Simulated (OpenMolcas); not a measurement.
**Tm2+ in CsCaF3: curves along the breathing mode**

Tm2+ with its 6 nearest fluoride ions, on the Ca site of CsCaF3 (a = 4.526 Å, distance in the model lattice 2.263 Å). The rest of the host is ab initio model potentials to 7.6 Å, with orthogonalisation functions on the cations behind the ligands, and point charges beyond; the distance is set by hand and nothing relaxes. Ligand basis ANO-RCC-VDZP.

```json
{
  "Program": "OpenMolcas",
  "Method": "SS-CASPT2, IPEA 0.25 Eh, imaginary shift 0.1 Eh (closed shells correlated: 5s 5p and the ligand valence shells)",
  "Basis": "ANO-RCC-VDZP [7s6p4d2f1g]",
  "Scalar Hamiltonian": "DKH2, point nucleus",
  "Active space": "13 electrons in 7 orbitals (4f)",
  "State averaging": "2S+1 = 2 odd, 7 roots",
  "Spin-orbit coupling": "RASSI with atomic mean-field integrals over the reference wave functions"
}
```

Spin-free energies (labels of O, the rotations of Oh) in cm-1 above the lowest fitted minimum, as all ligands move together:

```json
{"R (Å)": "2.16", "2T1": "2290", "2T2": "3020", "2A2": "3460"}
{"R (Å)": "2.211", "2T1": "110", "2T2": "740", "2A2": "1140"}
{"R (Å)": "2.262", "2T1": "500", "2T2": "1060", "2A2": "1410"}
{"R (Å)": "2.313", "2T1": "3370", "2T2": "3870", "2A2": "4180"}
{"R (Å)": "2.364", "2T1": "8740", "2T2": "9170", "2A2": "9470"}
{"R (Å)": "2.415", "2T1": "16730", "2T2": "17120", "2A2": "17400"}
{"R (Å)": "2.466", "2T1": "27600", "2T2": "27910", "2A2": "28200"}
```

Cubic fits give the following; the wavenumber is harmonic, with the mass of all moving ligands, small differences in it between states hang on the degree of the fit, a number in brackets counts states of one label, and the table is a selection of at most 14 states with clean curves.

| State | R0 (Å) | Breathing mode (cm-1) | Minimum (cm-1) |
| --- | --- | --- | --- |
| 2T1 | 2.230 | 528 | 0 |
| 2T2 | 2.231 | 530 | 600 |
| 2A2 | 2.232 | 531 | 980 |

For an f ion spin-orbit coupling outweighs the ligand field, so these spin-free curves are not those of observable levels.

Roots that are degenerate in the reference are averaged as groups; the widest CASPT2 spread within a group is 40 cm-1 (the 3-fold group of multiplicity 2 near 316 cm-1 above the lowest state of its run, R = 2.466). Shifts and gaps below about the spread of the groups concerned are not significant. Over all roots computed the reference weight is 0.69 in R = 2.16, 0.69 in R = 2.211, 0.69 in R = 2.262, 0.69 in R = 2.313, 0.69 in R = 2.364, 0.69 in R = 2.415, 0.69 in R = 2.466; a low but even weight reflects the number of correlated electrons. Splittings of an f shell from a small cluster at a set distance can be off by tens of per cent, mostly too small. No measured value stands beside these numbers.
